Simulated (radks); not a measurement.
Results of a calculation; reference values are marked as such.
Ar V, configuration [He] 2s2 2p5 3s2 3p2 4p1 (not the ground configuration).

Code: a radial shooting solver on a logarithmic mesh with Libxc functionals. Model: non-relativistic Kohn-Sham, PBE, spin-unpolarised, spherical densities, point nucleus.

Energy parts (hartree):
part                       energy
total                  -511.38655
kinetic                 510.92915
electron-nucleus      -1171.61339
Hartree                 176.43280
exchange-correlation    -27.13511

Orbitals (lengths in bohr, moments of r in powers of bohr; r(90%) holds 90 % of the orbital's charge):
[
 {"orbital": "1s", "occ.": "2", "eigenvalue (hartree)": "-118.8335", "<1/r>": "17.55", "<r^4>": "0.0002550", "r(90%)": "0.154"},
 {"orbital": "2s", "occ.": "2", "eigenvalue (hartree)": "-14.69001", "<1/r>": "3.612", "<r^4>": "0.06741", "r(90%)": "0.632"},
 {"orbital": "2p", "occ.": "5", "eigenvalue (hartree)": "-12.41919", "<1/r>": "3.540", "<r^4>": "0.05549", "r(90%)": "0.600"},
 {"orbital": "3s", "occ.": "2", "eigenvalue (hartree)": "-3.44530", "<1/r>": "1.186", "<r^4>": "3.906", "r(90%)": "1.74"},
 {"orbital": "3p", "occ.": "2", "eigenvalue (hartree)": "-2.84364", "<1/r>": "1.107", "<r^4>": "4.905", "r(90%)": "1.85"},
 {"orbital": "4p", "occ.": "1", "eigenvalue (hartree)": "-1.12278", "<1/r>": "0.4727", "<r^4>": "124.4", "r(90%)": "4.12"}
]

The highest occupied level is 4p at -30.552 eV. Summed over all electrons, <r^2> = 17.30 bohr^2, which gives a Langevin (diamagnetic) susceptibility term of -13.7 x 10^-6 cm^3/mol. The electron density at the nucleus is 3879 e/bohr^3.

Run on one thread of a shared host, so times are rough (Arm Neoverse V2): 0.06 s of CPU time, 0.06 s wall, 13 iterations on 2476 mesh points.
